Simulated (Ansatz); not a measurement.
The lowest singlet and triplet of C3H4O (SMILES [CH2]C([CH2])=O); geometries from B3LYP-D3(BJ)/def2-TZVP, each state relaxed from the structure named, with no frequency check, low spin by broken symmetry.
Singlet at the triplet's geometry (charge 0, multiplicity 1):
```xyz
8

C      1.096    -0.717     0.496
C      0.011     0.065    -0.016
C     -1.298    -0.487    -0.193
O      0.214     1.276    -0.321
H      2.062    -0.246     0.607
H      0.975    -1.756     0.771
H     -2.078     0.150    -0.583
H     -1.525    -1.516     0.052
```

```
level                                     gap E(singlet) − E(triplet), vertical, at the triplet's geometry (kcal/mol)  cost
----------------------------------------  ---------------------------------------------------------------------------  ----
R-HF/cc-pVDZ                                                                                                    64.50     -
R-SVWN5/def2-TZVPP                                                                                               2.36  ×0.6
U-SVWN5/def2-TZVPP (spin-contaminated)                                                                          -3.16    ×1
U-r2SCAN/def2-TZVPP (spin-contaminated)                                                                          2.14    ×4
U-B3LYP/def2-TZVPP (spin-contaminated)                                                                           1.96    ×3
U-PBE0/def2-TZVPP (spin-contaminated)                                                                            3.17    ×2
R-BHLYP/def2-TZVPP                                                                                              28.98  ×0.5
U-BHLYP/def2-TZVPP (spin-contaminated)                                                                           6.70    ×1
R-wB97X-V/def2-TZVPP                                                                                            23.04    ×2
U-wB97X-V/def2-TZVPP (spin-contaminated)                                                                         3.53    ×3
R-wB97M-V/def2-TZVPP                                                                                            19.96    ×2
U-wB97M-V/def2-TZVPP (spin-contaminated)                                                                         2.63    ×3
R-B2PLYP/def2-TZVPP                                                                                             11.66  ×0.6
R-MP2/cc-pVDZ                                                                                                    8.69     -
R-SCS-MP2/cc-pVDZ                                                                                                8.68     -
R-CCSD/cc-pVDZ                                                                                                  22.43     -
R-CCSD(T)/cc-pVDZ                                                                                                8.81  ×0.7
SC-NEVPT2 on SA-CASSCF(4,4)/cc-pVDZ                                                                              6.49     -
FIC-NEVPT4(SD) on SA-CASSCF(4,4)/cc-pVDZ                                                                         6.57     -
FIC-MRCISD+Q on SA-CASSCF(4,4)/cc-pVDZ                                                                           7.01     -
```

The rows run from -3.16 (U-SVWN5/def2-TZVPP (spin-contaminated)) to 64.50 kcal/mol (R-HF/cc-pVDZ). In cc-pVDZ the value moves R-HF 64.50, R-MP2 8.69, R-CCSD 22.43, R-CCSD(T) 8.81, a shift of -55.68 from R-HF to R-CCSD(T). The 5 R-functionals in def2-TZVPP without D3 or D4 span 26.62, from R-SVWN5 to R-BHLYP.

A positive gap puts the triplet lower; no zero-point energy. R- takes a restricted singlet, here one determinant of a half-filled degenerate or near-degenerate pair, which mixes singlet states. U- takes an unrestricted singlet (broken symmetry where lower, unprojected). The triplet is unrestricted in single-reference levels. Active spaces average the two states.

Frozen-core correlation.

Doubts at one or more of the structures used: a restricted determinant that unrestricted orbitals would lower (R-HF/cc-pVDZ, R-SVWN5/def2-TZVPP, R-BHLYP/def2-TZVPP, R-wB97X-V/def2-TZVPP, R-wB97M-V/def2-TZVPP, R-B2PLYP/def2-TZVPP, R-MP2/cc-pVDZ, R-SCS-MP2/cc-pVDZ, R-CCSD/cc-pVDZ, R-CCSD(T)/cc-pVDZ); a spin-contaminated determinant (R-HF/cc-pVDZ, R-MP2/cc-pVDZ, R-SCS-MP2/cc-pVDZ, R-CCSD/cc-pVDZ, R-CCSD(T)/cc-pVDZ).

Programs: Ansatz (Gaussian basis) for Hartree–Fock, density functionals and correlated methods. Each number belongs to the level named beside it.

Costs are rough ratios of core time to R-PBE/def2-TZVPP (about 23 s over the structures, on one shared machine); a dash marks a level with no comparable run of its own.

Ansatz is a first-principles code.
